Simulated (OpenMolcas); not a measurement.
Tc5+ (d2) among equal point charges was computed by CASSCF with the d shell active (OpenMolcas, ANO-RCC-VDZP on the metal). Its lowest spin-free states, and all those of the highest spin:

```csv
2S+1,Degeneracy,E (cm-1)
3,3,0.0
3,3,1512
3,1,3357
1,3,12930
1,2,13606
3,3,15255
1,3,19467
1,3,20413
1,1,20664
1,2,20677
1,1,48572
```

Task: Is the site octahedral, tetrahedral or cube-like, axial, or of lower symmetry?

Result: The states with 2S+1 = 3 have orbital degeneracies 3, 3, 1, 3. Threefold states need a cubic site. For d2 at this spin an octahedron puts the threefold T1 below the threefold T2 and a tetrahedron or cube puts the single A2 below the threefold T2, so the site is octahedral. The run had Tc5+ among 6 point charges of -0.8 e arranged as an octahedron (Oh), 2.24 Å from the ion.

An orbital triplet at a regular site is open to Jahn-Teller coupling, which can distort the site and quench the lowest spin-orbit gaps and is left out. Without dynamic correlation the repulsion within the d shell is too large (B by tens of per cent), so at a given field states of lower spin stand too high. This field is weak: 10Dq is about 1852 cm-1, while octahedral complexes of 4d ions of charge 3 and more, computed by the same method with explicit ligands, had a median near 25000 cm-1. Ground spin and moment need not be those of a real site. The ground term spreads over less than 5000 cm-1, several times less than with real ligands, so orbital moments are less quenched and χT lies further from the spin-only value than at real sites. This is an electrostatic model: the charges have no orbitals. No measured value stands beside these numbers.
